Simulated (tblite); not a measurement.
A tight-binding relaxation on `CC[Si](C)([SiH2][AsH2])C`.

Computed with GFN2-xTB geometry optimisation, gas phase (tblite 0.8.0). Start geometry: from a force field or distance geometry. The input is one job of a driver script: a line of settings, then coordinates in Å.

Command:
```bash
OMP_NUM_THREADS=1 python probes_run.py task.json out
```

Input:
```
{"job": {"kind": "relax", "xc": "GFN2-xTB", "basis": "xTB"}, "charge": 0, "multiplicity": 1}
C     -1.397300     0.107800     1.966700
C     -1.479000    -0.745100     0.727100
Si    -0.247800    -0.248200    -0.580700
C     -0.484200     1.563700    -1.065100
C     -0.668400    -1.297600    -2.077600
Si     1.852700    -0.585800    -0.009200
As     2.658000     1.069500     1.415600
H     -1.271700    -0.537400     2.872200
H     -0.559000     0.826200     1.951200
H     -2.398500     0.612400     2.128000
H     -1.337300    -1.808200     1.000400
H     -2.491100    -0.627200     0.280700
H     -1.200300     1.546900    -1.903100
H      0.495700     2.017200    -1.355500
H     -0.922200     2.109200    -0.195600
H     -0.122700    -2.244700    -1.933900
H     -1.759500    -1.448200    -2.043400
H     -0.360700    -0.830100    -3.029000
H      2.681500    -0.502500    -1.228200
H      2.069600    -1.924700     0.552800
H      2.883200     2.372400     0.565600
H      4.048500     0.593700     1.960000
```

Output:
```
step      E/eV     max force
  0    -597.68048    2.501
  1    -597.97135    1.492
  2    -598.23649    0.984
  3    -598.40375    0.917
  4    -598.55988    0.705
  5    -598.61643    0.577
  6    -598.64852    0.355
  7    -598.66456    0.471
  8    -598.68335    0.556
  9    -598.70164    0.399
... (190 lines left out)
200    -598.93107    0.022
201    -598.93114    0.017
202    -598.93120    0.019
203    -598.93126    0.015
204    -598.93132    0.017
205    -598.93137    0.015
206    -598.93141    0.014
207    -598.93143    0.012
208    -598.93146    0.011
209    -598.93147    0.008
```

«max force» is the largest atomic force in eV/Å.

Q: From which step on does the largest force stay under 0.1 eV/Å, and how much energy is left to gain from there?

A: From step 69 (0.100 eV/Å), 35.9 meV above the end.

In short: energy lowered by 28.8 kcal/mol over 209 steps; largest atomic force 0.008 eV/Å at the end.

Q: Estimate the wall time. Hardware: one thread, Intel Xeon at 2.70 GHz (x86_64), shared host.

A: About 2.9 s.
Labels such as C1 count atoms from 1, the log's own numbers from 0.
